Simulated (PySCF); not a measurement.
Planning a shielding job on `O=C[C@@]12CC[C@@H]1C[C@@H]2F`.

Method: GIAO PBE0/pcSseg-1 NMR shielding, non-relativistic, gas phase (PySCF 2.14.0, density-fitted response routines). Geometry: GFN2-xTB, MD frame at 625 fs, 600 K. Work: shieldings, ring-centre shieldings, density fitting. The command runs a driver script over a list of jobs; the input below is this job's line of settings and its coordinates in Å.

Command:
```bash
OMP_NUM_THREADS=1 python probes_run.py task.json out
```

Input:
```
{"job": {"kind": "nmr", "xc": "PBE0", "basis": "pcSseg-1", "pop": false}, "charge": 0, "multiplicity": 1}
O      1.351200    -2.515200     2.053100
C      1.627800    -1.357600     1.756500
C      0.813800    -0.537800     0.797900
C      1.260500    -0.690000    -0.702300
C     -0.104800    -1.066800    -1.225700
C     -0.674100    -0.981100     0.315000
C     -1.123500     0.566600     0.401300
C      0.244100     0.907200     1.027500
F      1.137400     1.775500     0.315400
H      2.530500    -0.895500     2.012600
H      1.707800     0.310300    -0.851500
H      2.033800    -1.483100    -0.950900
H     -0.089000    -2.033800    -1.575200
H     -0.694700    -0.477900    -1.845200
H     -1.310200    -1.755100     0.690700
H     -1.446100     0.965900    -0.600600
H     -1.860600     0.957600     1.087500
H      0.200700     1.361800     2.008300
```

Hardware: one thread, Intel Xeon Platinum 8375C at 2.90 GHz (x86_64), shared host with 128 logical CPUs at a one-minute load of 80. PySCF's memory limit was set to 1200 MB.

Question: How large is the basis?

Answer: 198 functions for 68 electrons, with 1021 fitting functions; the fitted three-index integrals, 1021 × 198 × 199/2 numbers of 8 bytes, come to 150 MiB.

Question: How long does the run take?

Answer: About 39 s. The SCF took 15 cycles.

Question: How much memory does it need at the peak?

Answer: About 0.97 GiB. Peak memory is the resident size of the whole Python process, interpreter and libraries included.

Question: At this speed, how long would 20000 such jobs take on 96 cores, one job a core?

Answer: 20000/96 gives 209 rounds of 39 s, about 2.3 h of wall time and 220 core-hours, if the jobs don't slow each other.

The SCF part of the output:
```
coarse grid: 15360 points
cycle   1  E = -446.3318759678  dE =  1.250e+00  |g| = 8.927e-01  |ddm| = 3.882e+00
cycle   2  E = -445.8369795431  dE =  4.949e-01  |g| = 1.836e+00  |ddm| = 2.682e+00
cycle   3  E = -446.4801069648  dE = -6.431e-01  |g| = 2.026e-01  |ddm| = 2.141e+00
cycle   4  E = -446.4872082837  dE = -7.101e-03  |g| = 9.692e-02  |ddm| = 2.367e-01
cycle   5  E = -446.4888140394  dE = -1.606e-03  |g| = 1.965e-02  |ddm| = 8.367e-02
cycle   6  E = -446.4888851065  dE = -7.107e-05  |g| = 7.709e-03  |ddm| = 2.185e-02
cycle   7  E = -446.4888964310  dE = -1.132e-05  |g| = 1.844e-03  |ddm| = 7.179e-03
cycle   8  E = -446.4888970944  dE = -6.634e-07  |g| = 5.936e-04  |ddm| = 2.673e-03
final grid: 149616 points
cycle   9  E = -446.5640681647  dE = -3.410e-05  |g| = 1.331e-02  |ddm| = 4.201e-02
cycle  10  E = -446.5639768558  dE =  9.131e-05  |g| = 2.561e-02  |ddm| = 3.198e-02
cycle  11  E = -446.5641034373  dE = -1.266e-04  |g| = 2.783e-03  |ddm| = 2.195e-02
cycle  12  E = -446.5641050365  dE = -1.599e-06  |g| = 5.171e-04  |ddm| = 2.489e-03
cycle  13  E = -446.5641050777  dE = -4.125e-08  |g| = 1.908e-04  |ddm| = 5.486e-04
cycle  14  E = -446.5641050837  dE = -5.967e-09  |g| = 4.095e-05  |ddm| = 1.394e-04
cycle  15  E = -446.5641050840  dE = -3.005e-10  |g| = 1.335e-05  |ddm| = 6.031e-05
converged SCF energy = -446.5641050840
```

On the final grid dE counts from the start density on that grid.

Other jobs ran on the host; a repeat could differ by tens of per cent or more.
